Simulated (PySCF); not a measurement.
Vertical excitations of a molecule C₉H₈SSe from TDA-B3LYP/def2-SVP run with PySCF, as energy in eV (oscillator strength): 4.11 (0.604), 4.70 (0.000), 4.74 (0.017), 4.89 (0.064), 5.12 (0.005), 5.32 (0.000). Lowest triplet (TDA): 2.42 eV. Coordinates come from a PBE-D3(BJ)/def2-SVP optimisation. One conformer was computed; it need not be the lowest.

Question: Which structure fits?
(A) C[Se]c1cc2ccccc2s1
(B) Cc1ccsc1-c1ccc[se]1
(C) C[Se]c1csc2ccccc12
(D) C[Se]c1ccc2ccsc2c1

Answer: B, Cc1ccsc1-c1ccc[se]1
